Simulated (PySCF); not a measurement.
## C4H6OSSi: core ionisation energies

C₄H₆OSSi.
Z-matrix (Å and degrees, PBE0-D3(BJ)/def2-SVP geometry), rows numbered from 1:
```
Si
O   1  1.6853
C   2  1.3375  1  128.44
C   3  1.3700  2  126.22  1   170.97
C   4  1.4243  3  112.09  2   179.82
C   5  1.3669  4  113.52  3     0.06
S   6  1.7256  5  111.44  4    -0.22
H   1  1.4917  2  109.67  3   -57.51
H   1  1.4917  2  109.76  3    63.12
H   1  1.4842  2  105.02  3  -177.32
H   4  1.0895  3  122.33  2    -0.37
H   5  1.0910  4  123.65  3   179.96
H   6  1.0885  5  128.79  4   179.98
```

Computed, not measured: PySCF, delta-SCF UKS SCAN, pcX-2 on the ionised atom, pcseg-1 elsewhere, spin-free X2C. Vertical ΔSCF values, vacuum level as zero.

**Question.** List the computed XPS lines with their assignment.

**Answer.** 
```
atom(s)                        environment     level  binding energy (eV)  2p1/2 (eV)  above the level's lowest (eV)  count
     S7              thiophene-type sulfur      S 1s              2477.78           –                           0.00      1
    Si1               oxygen-bound silicon     Si 1s              1847.78           –                           0.00      1
     O2                 silyl ether oxygen      O 1s               538.78           –                           0.00      1
     C3     aromatic carbon bearing oxygen      C 1s               292.29           –                          +2.30      1
     C6  aromatic CH next to a ring sulfur      C 1s               290.38           –                          +0.39      1
     C5                 aromatic CH carbon      C 1s               290.29           –                          +0.30      1
     C4                 aromatic CH carbon      C 1s               289.99           –                           0.00      1
    Si1               oxygen-bound silicon  Si 2p3/2               107.90      108.53                           0.00      1
```

The listed C 1s values span 2.30 eV, from C4 (bonded to 2 C (aromatic in the SMILES) and H) to C3 (bonded to O, S (aromatic in the SMILES) and C (aromatic in the SMILES)).

**Question.** What is the C 1s shift of C6 against C3?

**Answer.** 290.38 − 292.29 = -1.91 eV, or -184 kJ/mol.

**Question.** Which photon wavelength matches the Si 2p3/2 of Si1 threshold?

**Answer.** λ = hc/E = 12398.42 eV Å / 107.90 eV = 114.907 Å.

Not every level is listed. Spin–orbit coupling isn't in the SCF: each 2p doublet comes from a relaxed spin-free hole plus a matrix of the shell (mean-field spin–orbit coupling and the ground-state 2p splitting), with 2p3/2 averaged over its two sublevels. 2p1/2 minus 2p3/2 (ligand field included): Si 0.63 eV. Geometry: PBE0-D3(BJ)/def2-SVP, one conformer, isolated molecule.
